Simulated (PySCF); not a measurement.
## Oxygen: a sound run and one with changed settings

Sound run: O+ [He] 2s2 2p3, O(2+) [He] 2s2 2p2. All numbers are calculated (PySCF 2.14, the non-relativistic Hamiltonian (point nucleus), in cc-pVTZ (4s3p2d1f, 30 functions)). In the sound run the correlated levels freeze 1s2. The sound run starts from symmetry-adapted Hartree-Fock orbitals and uses a fine grid where one is needed.

Changed run: initial guess sap, at most 50 SCF cycles.

```
species   method  sound run (hartree)  changed run (hartree)  converged
     O+      UHF            -74.37037              -74.37037        yes
     O+     BP86            -74.56127              -74.56127        yes
     O+  CCSD(T)            -74.48467              -74.48467        yes
  O(2+)     TPSS            -73.29108              -73.29108        yes
  O(2+)      MP2            -73.17482              -73.17482        yes
```

Here the plain start reaches the same solutions.
